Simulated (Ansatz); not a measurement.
Cost and result for the atomization energy of `[GaH2][CH]1CO1` (9 atoms, 9 bonds).

Z-matrix (Å, degrees):
```
C
C 1 1.476
O 1 1.443 2 57.4
Ga 1 1.969 2 119.8 3 103.2
H 1 1.090 2 114.6 3 -101.6
H 2 1.089 1 120.2 3 -104.0
H 2 1.088 1 118.6 3 104.6
H 4 1.570 1 121.0 2 143.1
H 4 1.568 1 117.0 2 -35.9
```

The species carries charge 0 and has multiplicity 1. Correlated methods include outer-core shells of Ga, which these sets cover unevenly. Scalar relativity is left out up to krypton. The geometry is a stationary point of PBE0-D4/def2-TZVP. Program: Ansatz. All runs use 2 threads of an Arm Neoverse V2 on a shared host. Times are those of one run each, without the atoms' runs, and a repeat can differ threefold. Electronic energies, without spin–orbit coupling; frozen cores. CCSD(T)/CBS adds CCSD(T) − MP2 in def2-TZVPP to the MP2 limit, and its time is that of the two runs behind it. T1 = 0.013. With those shells the extrapolation isn't a true limit. B3LYP takes the VWN-RPA correlation (the form of Gaussian; ORCA's B3LYP/G).

CCSD(T)/CBS is a level of theory with its own doubt, some kJ/mol a heavy atom from the limit and from the frozen cores, so smaller differences don't rank the functionals.

```csv
level,functions,wall time,atomization (kcal/mol),difference from CCSD(T)/CBS,per bond
PBE-D4/def2-TZVPP (with forces),211,2.8 s,750.4,17.5,1.9
CAM-B3LYP-D4/def2-TZVPP,211,3.9 s,733.4,0.5,0.1
B3LYP-D4/def2-TZVPP (with forces),211,4.9 s,727.5,-5.4,-0.6
r2SCAN-D4/def2-TZVPP (with forces),211,5.5 s,736.5,3.6,0.4
r2SCANh-D4/def2-TZVPP,211,6 s,730.7,-2.2,-0.2
B2PLYP/def2-TZVPP,211,6 s,722.6,-10.3,-1.1
PBE-QIDH/def2-TZVPP,211,6.5 s,730.1,-2.8,-0.3
CCSD(T)/def2-SVP,99,6.5 s,695.2,-37.7,-4.2
ωB97X-V/def2-TZVPP,211,9.5 s,736.3,3.4,0.4
ωB97M-V/def2-TZVPP (with forces),211,14 s,732.8,-0.1,0.0
MP2/def2-QZVPP,410,22 s,740.2,7.3,0.8
CCSD(T)/def2-TZVPP,211,2 min,716.3,-16.6,-1.8
CCSD(T)/CBS(def2),–,2.4 min,732.9,0.0,0.0
```

From PBE to PBE0 (25 % exact exchange), in def2-TZVPP and without D4, the atomization energy moves by −15.2 kcal/mol: exact exchange takes away binding that semilocal exchange gives to molecules. In def2-TZVPP, CCSD(T) changes the Hartree–Fock value by +205.2 kcal/mol (the triples alone add +12.6 kcal/mol) and MP2 by +219.2 kcal/mol; breaking electron pairs costs correlation energy, which Hartree–Fock lacks. At CCSD(T), def2-SVP lies −37.7 kcal/mol from the extrapolated value and def2-TZVPP −16.6 kcal/mol: correlation converges slowly with the basis, and small sets miss more of it in the bonded molecule than in its fragments.
